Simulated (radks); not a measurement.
Values are calculated unless marked as measured or tabulated.
Polarisability of the thulium ion Tm+, [Xe] 4f13 6s1, at imaginary frequency. Code: a radial shooting solver on a logarithmic mesh with Libxc functionals. Model: non-relativistic Kohn-Sham, PBE, spin-unpolarised, spherical densities, point nucleus; relativity is left out, which matters for an element this heavy. Response by self-consistent Sternheimer equations with the Hartree and adiabatic LDA kernel.

| w (hartree) | alpha1(iw) (bohr^3) |
|---|---|
| 0.00266 | 80.81 |
| 0.0143 | 79.74 |
| 0.0360 | 74.29 |
| 0.0697 | 61.12 |
| 0.118 | 43.01 |
| 0.186 | 27.27 |
| 0.280 | 16.99 |
| 0.413 | 11.01 |
| 0.605 | 7.491 |
| 0.892 | 5.160 |
| 1.35 | 3.384 |
| 2.12 | 1.988 |
| 3.59 | 0.9955 |
| 6.94 | 0.3935 |
| 17.5 | 0.09627 |

Static values: alpha1 = 80.85 bohr^3 (11.98 angstrom^3; uncoupled 116.1). C6 = 672.0, triple-dipole C9 = 37730 atomic units. One-pole (London) frequency 4 C6 / (3 alpha1^2) = 0.137 hartree, against 0.311 for minus the highest occupied eigenvalue.
